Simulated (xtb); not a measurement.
In(H)(SiH3)2 (H7InSi2), SMILES [SiH3][InH][SiH3]. All values are semi-empirical tight-binding results from xtb (GFN2-xTB unless named), good for trends rather than for accurate numbers. The structure is a stationary point at GFN2-xTB. The structure was generated by enumeration; whether it is a known compound was not checked.

Optimised geometry:

```xyz
10

In    -0.3159    -0.2278     0.0067
H     -1.8037    -1.3014     0.0367
Si     1.7375    -1.3807     1.1555
H      1.4771    -1.9271     2.5024
H      2.8006    -0.3611     1.3186
H      2.3355    -2.4652     0.3483
Si    -0.7943     2.0612    -1.1753
H     -1.8299     2.8858    -0.5194
H     -1.1608     1.9447    -2.6018
H      0.4538     2.8595    -1.1359
```

For metal compounds this method's bond lengths and energies can be far off.

```yaml
orbital_gap: 3.05 eV
zero_point_energy: 30.3 kcal/mol
G − E(el) at 298.15 K (modified RRHO): 8.6 kcal/mol
```

Computed atomic charges and the Wiberg bond orders between heavy atoms:
charges (e) In1 -0.04, H2 -0.24, Si3 0.41, H4 -0.08, H5 -0.10, H6 -0.08, Si7 0.41, H8 -0.08, H9 -0.08, H10 -0.10. Bond orders In1–Si3 0.73, In1–Si7 0.73.
